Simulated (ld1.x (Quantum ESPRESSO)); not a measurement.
**What the settings do to the ultrasoft potential of lithium (Li)**

Base potential:

| Item | Value |
| --- | --- |
| Element | Li |
| Generator | ld1.x (Quantum ESPRESSO) 7.5 |
| Type | ultrasoft |
| Functional | LDA (PZ) |
| Relativity | scalar-relativistic |
| Frozen core | [He] |
| Valence charge | 1 |
| Reference configuration | 2s0.5 2p0 (charge +0.5) |
| Partial waves | 2s (bound): rcut 2.10, rcutus 2.85 bohr; 2s channel at 0.05 Ry: rcut 2.10, rcutus 2.85 bohr; 2p (bound, empty): rcut 3.45, rcutus 4.20 bohr; 2p channel at 0.8 Ry: rcut 3.45, rcutus 4.20 bohr; 3d channel at 0.45 Ry: rcut 3.20, rcutus 3.75 bohr; 3d channel at 1.45 Ry: rcut 3.20, rcutus 3.75 bohr |
| Local potential | all-electron potential smoothed inside 4.20 bohr (lloc = -1) |
| Core correction | none |
| Augmentation charge | PSQ, inside the norm-conserving radii |

Cutoffs, loose and tight: the cutoffs (Ry, on a coarse ladder) from which the occupation-weighted sum of valence levels, in a spherical-Bessel basis at the reference potential, stays within 10 and 1 mRy of its value at 400 Ry. They do not see the model core or the augmentation charge, which bear on the density cutoff. Test errors are all-electron minus pseudo excitation energies from the reference, over the configurations 2s1 2p0; 2s0 2p1 (two spin-polarised tests are not counted in the largest error). A dash means not determined; rows that change the core or the reference have their own tests.

Cutoffs are not given where the Bessel-basis levels miss the radial ones by over 6 mRy, ghosts where they miss by over 20 mRy; a channel whose overlap is not positive is not tested.

```tsv
change	outcome	cutoff, loose	cutoff, tight	bound ghosts	largest test error (meV)
base	generated	6 Ry	6 Ry	none	+6.8
core correction a·sin(br)/r model core inside 2.52 bohr	generated	6 Ry	6 Ry	none	+5.0
waves 3d channel at 0.45 Ry: rcut 3.20, rcutus 5.64 bohr; 3d channel at 1.45 Ry: rcut 3.20, rcutus 5.64 bohr	generated	6 Ry	6 Ry	none	+6.8
waves 2s (bound): rcut 2.10, rcutus 3.70 bohr; 2s channel at 0.05 Ry: rcut 2.10, rcutus 3.70 bohr	generated	6 Ry	6 Ry	none	+6.9
waves 2p (bound): rcut 3.45, rcutus 5.64 bohr; 2p channel at 0.8 Ry: rcut 3.45, rcutus 5.64 bohr	generated	6 Ry	6 Ry	none	+6.8
type TM; waves now 2p (bound): rc 4.20 bohr; 3d channel at 0.45 Ry: rc 3.75 bohr; 2s (bound): rc 2.85 bohr; local potential the s channel	generated	6 Ry	6 Ry	none	+7.0
```

Question: What comes out with this change to the base: all radii scaled by about 1.35 (s 3.86, p 5.68, d 5.08 bohr, rcut 2.84/4.68/4.34); local potential all-electron potential smoothed inside 5.68 bohr (lloc = -1)?

Answer: outcome: generated, overlap not positive; bound ghosts: not determined (overlap not positive); largest test error (meV): test run stopped at test 1 of 4 (negative rho). A file whose overlap is not positive is unfit for use, and its test errors describe a broken file.
